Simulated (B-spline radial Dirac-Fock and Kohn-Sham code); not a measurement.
## Compton profile of Sn²⁹⁺

System: the Sn²⁹⁺ ion, [Ar] 3d3.

Model: the impulse approximation on configuration-average Dirac-Fock orbitals. Program: a radial B-spline solver. pz is in atomic units of momentum; subshell profiles are per electron, for a selection of subshells; open shells are spread over both j values by their weights.

```csv
pz,J total,J 1s1/2,J 2p1/2,J 3p3/2,J 3d5/2
0,1.169,0.0163,0.0289,0.0753,0.0498
0.4,1.166,0.0163,0.0289,0.0753,0.0498
0.5,1.165,0.0163,0.0289,0.0753,0.0498
0.6,1.162,0.0163,0.0289,0.0753,0.0498
0.8,1.157,0.0163,0.0289,0.0753,0.0498
1,1.150,0.0163,0.0289,0.0752,0.0498
1.2,1.141,0.0163,0.0289,0.0751,0.0498
1.4,1.131,0.0163,0.0289,0.0749,0.0498
1.6,1.120,0.0163,0.0289,0.0747,0.0498
1.8,1.107,0.0162,0.0289,0.0743,0.0498
2,1.092,0.0162,0.0288,0.0738,0.0498
2.5,1.050,0.0162,0.0288,0.0720,0.0497
3,1.001,0.0161,0.0288,0.0691,0.0495
4,0.8861,0.0160,0.0286,0.0600,0.0486
5,0.7617,0.0158,0.0283,0.0478,0.0464
7,0.5364,0.0154,0.0271,0.0236,0.0379
10,0.3244,0.0146,0.0236,0.00585,0.0214
15,0.1690,0.0127,0.0155,0.00313,0.00563
20,0.09451,0.0106,0.00869,0.00238,0.00135
30,0.03365,0.00675,0.00230,0.000637,9.91e-05
40,0.01454,0.00400,0.000626,0.000153,1.12e-05
60,0.003776,0.00134,6.93e-05,1.33e-05,< 1e-6
100,0.0004906,0.000198,3.24e-06,< 1e-6,< 1e-6
```

J(0) = 1.169. The 3p3/2 subshell gives the largest part, 26 %.

Mean momentum ⟨p⟩ by subshell (a.u.): 1s1/2 45.8, 2s1/2 16.3, 2p1/2 21.8, 2p3/2 20.8, 3s1/2 8.65, 3p1/2 10.3, 3p3/2 9.99, 3d3/2 11.9, 3d5/2 11.8.

Values without a named source are computed, but for edge energies of neutral atoms, which are taken from tables.
